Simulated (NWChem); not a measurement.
System meant: C₂H₃ClF₂Si; SMILES F[SiH2]/C=C(/F)Cl

The following NWChem deck was run.

```
start job
memory heap 200 mb stack 900 mb global 1100 mb
geometry units angstroms noautoz
  F     -0.429752     2.982813     0.000000
  Si     0.421280     1.608534     0.000000
  C     -0.832553     0.231007     0.000000
  C     -0.547124    -1.067568     0.000000
  F     -1.460618    -2.035518     0.000000
  Cl     1.065756    -1.729873     0.000000
  H      1.269497     1.572841     1.216642
  H      1.269497     1.572841    -1.216642
  H     -1.894342     0.474180     0.000000
end
basis spherical
  * library def2-svp
end
dft
  xc xpbe96 cpbe96
  iterations 4
  mulliken
end
task dft energy
```

End of the output:

```
    Atom       Charge   Shell Charges
 -----------   ------   -------------------------------------------------------
    1 F    9     9.18   1.98  1.01  0.77  3.20  2.22  0.01
    2 Si  14    13.46   2.00  1.93  0.65  0.33  5.81  1.26  0.98  0.51
    3 C    6     6.31   1.97  0.63  0.35  1.96  1.35  0.06
    4 C    6     6.05   1.96  0.65  0.31  1.78  1.14  0.21
    5 F    9     9.02   1.98  1.02  0.73  3.19  2.08  0.01
    6 Cl  17    16.85   2.00  1.96  1.05  0.77  5.82  2.26  2.96  0.04
    7 H    1     1.10   0.65  0.42  0.02
    8 H    1     1.10   0.65  0.42  0.02
    9 H    1     0.94   0.61  0.26  0.08

 center of mass
 --------------
 x =  -0.02329191 y =  -0.06398588 z =   0.00000000

 moments of inertia (a.u.)
 ------------------
        1597.225434486840           0.000000000000           0.000000000000
           0.000000000000         393.989731391760           0.000000000000
           0.000000000000           0.000000000000        1969.905904344270

     Multipole analysis of the density
     ---------------------------------

     L   x y z        total         alpha         beta         nuclear
     -   - - -        -----         -----         ----         -------
     0   0 0 0     -0.000000    -32.000000    -32.000000     64.000000

     1   1 0 0      0.094998      0.047499      0.047499      0.000000
     1   0 1 0     -0.254291     -0.127146     -0.127146      0.000000
     1   0 0 1      0.000000      0.000000      0.000000      0.000000

     2   2 0 0    -34.147809   -116.033061   -116.033061    197.918313
     2   1 1 0      0.049501     -2.686086     -2.686086      5.421672
     2   1 0 1     -0.000000     -0.000000     -0.000000      0.000000
     2   0 2 0    -38.973680   -406.561950   -406.561950    774.150219
     2   0 1 1     -0.000000     -0.000000     -0.000000      0.000000
     2   0 0 2    -35.638527    -23.105217    -23.105217     10.571906

 ------------------------------------------------------------------------
 dft energy failed                                                                                  0
 ------------------------------------------------------------------------
 ------------------------------------------------------------------------
  current input line :
    22: task dft energy
 ------------------------------------------------------------------------
 ------------------------------------------------------------------------
 This type of error is most commonly associated with calculations not reaching convergence criteria
 ------------------------------------------------------------------------
 For more information see the NWChem manual at https://nwchemgit.github.io

0:dft energy failed:Received an Error in Communication
```

Task: Can this run be used? If not, why, and what is the fix?

Result: The run did not converge; its last values are not results. Cause: the SCF was allowed too few iterations. This input runs:
```
start job
memory heap 200 mb stack 900 mb global 1100 mb
geometry units angstroms noautoz
  F     -0.429752     2.982813     0.000000
  Si     0.421280     1.608534     0.000000
  C     -0.832553     0.231007     0.000000
  C     -0.547124    -1.067568     0.000000
  F     -1.460618    -2.035518     0.000000
  Cl     1.065756    -1.729873     0.000000
  H      1.269497     1.572841     1.216642
  H      1.269497     1.572841    -1.216642
  H     -1.894342     0.474180     0.000000
end
basis spherical
  F library def2-svp
  Si library def2-svp
  C library def2-svp
  Cl library def2-svp
  H library def2-svp
end
dft
  xc xpbe96 cpbe96
  iterations 150
  mulliken
end
task dft energy
```
It converges to -1026.34766 Ha (PBE/def2-SVP).
